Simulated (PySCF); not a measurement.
Excitation energy of Mo by level of theory

Mo [Kr] 4d5 5s1 (7S) → Mo [Kr] 4d4 5s2 (5D), as a difference of total energies. All numbers are calculated (PySCF 2.14, scalar relativity by spin-free X2C-1e, in aug-cc-pVTZ-DK). Correlated levels: valence: [Kr] frozen. The calculations carry no spin-orbit coupling.

| method | excitation energy (eV) |
| --- | --- |
| UHF | 2.181 |
| LDA | 1.939 |
| PBE | 2.066 |
| PBE0 | 2.126 |
| r2SCAN | 2.382 |
| BP86 | 1.915 |
| r2SCANh | 2.349 |
| wB97M-V | 1.562 |
| MP2 (valence) | 1.788 |
| SCS-MP2 (valence) | 1.026 |

Task: How much does correlation contribute at MP2 (valence)?

Result: 1.788 − (2.181) = -0.393 eV, measured against UHF.

A first-order spin-orbit estimate (lowest level to lowest level, LS coupling) adds -0.135 eV.
